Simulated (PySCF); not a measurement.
CaCl2, charge +1, multiplicity 2. Atoms are numbered in the order given.

```xyz
3

Ca     0.0000     0.0000     1.3102
Cl     0.0000     1.3627    -0.7707
Cl     0.0000    -1.3627    -0.7707
```
Charge +1, spin multiplicity 2.

Geometry: PBE-D3(BJ)/def2-TZVP. The multiplicity is an assumed one; other spin states were not compared. The isomer is the one that the SMILES or the coordinates give; other isomers of the formula were not compared.

The numbers are results of PBE/def2-TZVPD in PySCF, not measurements.

Mulliken values depend strongly on the basis, most of all with diffuse functions as here. ESP charges are fitted to the potential on shells at 1.4 to 2.0 van der Waals radii. Atomic charges (e):

```csv
atom,ESP fit,Mulliken,meta-Löwdin,Mulliken spin
Ca1,1.31,1.51,1.65,-0.01
Cl2,-0.15,-0.26,-0.32,0.51
Cl3,-0.15,-0.26,-0.32,0.51
```
